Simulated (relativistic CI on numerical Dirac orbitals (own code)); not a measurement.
Computed by Dirac-Coulomb-Breit CI, KLI orbitals optimised for each configuration, model QED, unscaled Slater integrals (own radial code, finite nucleus).

The strongest absorption lines from the ground level of an ion, among the configurations computed and to levels below about 178 eV (vacuum wavelength in Å, gf): 84.117 (26), 84.400 (12), 85.036 (19), 89.851 (0.97), 89.862 (0.64), 90.504 (0.64), 90.999 (1.3), 91.432 (1.3).

Task: Which ion is it?
A. Ce11+
B. Ce15+
C. Ce13+
D. Nd15+

Result: C. Ce13+ has 45 electrons and the ground level 4s2.4p6.4d9 2D_5/2; the strongest line goes to 4s2.4p6.4d8.4f 2F°_7/2. The pattern of lines fixes the number of electrons, and along that sequence the line energies rise steadily with the charge (about as its square where n changes within one kind of shell, about linearly where n is kept but much faster in heavy ions where fine structure, which grows about as Z⁴, sets the gap, and irregularly where shells cross), which fixes Z. Configurations outside the model, such as inner-shell arrays, can give stronger lines. At this charge energies of transitions that change n are usually good to better than 1 %, and those within a shell (Δn = 0) to a few per cent. Levels and lines within the n = 5 or 6 shells can be off by up to 10 % or somewhat more, and those that change n by about 2 %, since core polarisation is missing.

LS names give the leading component of a level, which can be under half, so a name can repeat, a term be missing and a line seem to break the LS rules.
